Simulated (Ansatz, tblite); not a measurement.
Cost and result up the ladder for the cluster Ge₄Te₃ (the lowest singlet isomer of a short search) (7 atoms). The state is a singlet with charge 0. Geometry: PBE0-D4/def2-SVP.

```xyz
7

Ge    1.8001   -1.5601    0.1578
Ge   -0.6694    2.1135    1.6045
Ge    0.0749   -0.2923    1.7500
Ge   -0.6473    0.3629   -1.9096
Te   -2.2112    0.1761    0.3897
Te    1.3684    1.3438   -0.1472
Te    0.2845   -2.1438   -1.8452
```

Ansatz on 4 threads of Intel Xeon on a shared host; xTB runs through tblite on one thread. Times are rough, summed over both states, and most runs start from the orbitals of an earlier one. PBE0-D4/def2-SVP serves as the yardstick here, not as an exact answer. The other state is a triplet.

In the def2 sets Te takes a core potential; there is no spin–orbit coupling. The xTB rows come from tblite. The structure comes from a short search, and lower isomers may exist.

xTB has no spin-polarisation term.

| level | functions | wall time |
| --- | --- | --- |
| GFN1-xTB | 63 | 0.082 s |
| GFN2-xTB | 63 | 0.13 s |
| PBE-D4/def2-SVP | 206 | 24 s |
| PBE0-D4/def2-SVP | 206 | 70 s |

Problem. Estimate what each level gives for the vertical triplet (eV).

Solution. 
```json
{"level": "GFN1-xTB", "vertical triplet (eV)": "1.39", "difference from PBE0-D4/def2-SVP (eV)": "0.02"}
{"level": "GFN2-xTB", "vertical triplet (eV)": "1.56", "difference from PBE0-D4/def2-SVP (eV)": "0.20"}
{"level": "PBE-D4/def2-SVP", "vertical triplet (eV)": "1.30", "difference from PBE0-D4/def2-SVP (eV)": "-0.07"}
{"level": "PBE0-D4/def2-SVP", "vertical triplet (eV)": "1.37", "difference from PBE0-D4/def2-SVP (eV)": "0.00"}
```
